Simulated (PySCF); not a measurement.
Delta-SCF ions had no search for a lower state. Excitations are Tamm–Dancoff values on a coarser integration grid. The basis has no diffuse functions, so Rydberg states are missing or too high.

Cartesian coordinates (Å):
SMILES: [OH][Al]([OH])[OH]
```xyz
7

O      1.4374    -0.8559     0.2338
Al     0.0004     0.0001    -0.0004
O     -0.0106     1.6839     0.1280
O     -1.4261    -0.8284    -0.3618
H      1.4836    -1.8080     0.1700
H      0.7741     2.1895     0.3311
H     -2.2588    -0.3812    -0.5009
```
Charge 0, multiplicity 1.

**Question.** Predict the dipole moment, total energy, brightest of the four lowest singlets (TDA), vertical ionisation energy (Delta-SCF) and HOMO–LUMO gap from PBE0-D3(BJ)/def2-TZVP in PySCF 2.14.0.

**Answer.** 
```yaml
dipole_moment: 0.00 D
total_energy: -12785.03 eV
brightest of the four lowest singlets (TDA): 7.87 eV
vertical ionisation energy (Delta-SCF): 11.34 eV
HOMO–LUMO gap: 8.59 eV
```
